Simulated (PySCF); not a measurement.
C6H12GeO2, SMILES C=C[CH2][Ge]([OH])([OH])[CH2]C=C, GFN2-xTB optimised geometry.

```
21

C     -3.24    -0.96    -1.26
C     -2.07    -0.56    -1.73
C     -0.78    -1.22    -1.42
Ge     0.24    -0.18     0.00
O     -0.16     1.54     0.00
O     -0.43    -0.81     1.51
C      2.27    -0.18     0.00
C      2.79     0.26     1.32
C      3.27     1.46     1.56
H     -3.33    -1.83    -0.62
H     -4.16    -0.45    -1.50
H     -2.01     0.32    -2.36
H     -0.93    -2.21    -1.01
H     -0.15    -1.28    -2.31
H     -1.09     1.75     0.11
H     -0.20    -0.32     2.30
H      2.60    -1.19    -0.24
H      2.58     0.50    -0.79
H      2.74    -0.48     2.11
H      3.63     1.74     2.54
H      3.33     2.21     0.79
```

Density from PBE0/def2-SVP in PySCF 2.14.0 at that geometry.

Minimum of the electron density along straight lines between bonded atoms, close to the bond critical point (lines longer than 1.1 times the sum of covalent radii, or with two minima, are not listed):

| bond | length / Å | ρ at the minimum / e bohr⁻³ | ∇²ρ there / e bohr⁻⁵ | position (fraction from the first atom) |
|---|---|---|---|---|
| C1–C2 | 1.323 | 0.345 | -0.93 | 0.49 |
| C2–C3 | 1.482 | 0.261 | -0.61 | 0.50 |
| C3–Ge4 | 2.031 | 0.115 | -0.01 | 0.53 |
| Ge4–O5 | 1.770 | 0.140 | 0.70 | 0.47 |
| Ge4–O6 | 1.771 | 0.139 | 0.70 | 0.47 |
| Ge4–C7 | 2.029 | 0.116 | -0.01 | 0.47 |
| C7–C8 | 1.482 | 0.261 | -0.61 | 0.50 |
| C8–C9 | 1.322 | 0.345 | -0.93 | 0.51 |
| C1–H10 | 1.077 | 0.282 | -1.08 | 0.63 |
| C1–H11 | 1.077 | 0.283 | -1.08 | 0.63 |
| C2–H12 | 1.084 | 0.282 | -1.06 | 0.63 |
| C3–H13 | 1.087 | 0.276 | -1.01 | 0.63 |
| C3–H14 | 1.089 | 0.273 | -0.98 | 0.63 |
| O5–H15 | 0.955 | 0.357 | -2.39 | 0.82 |
| O6–H16 | 0.955 | 0.357 | -2.36 | 0.81 |
| C7–H17 | 1.090 | 0.273 | -0.98 | 0.63 |
| C7–H18 | 1.087 | 0.276 | -1.01 | 0.63 |
| C8–H19 | 1.084 | 0.281 | -1.06 | 0.63 |
| C9–H20 | 1.077 | 0.283 | -1.08 | 0.63 |
| C9–H21 | 1.077 | 0.283 | -1.08 | 0.63 |
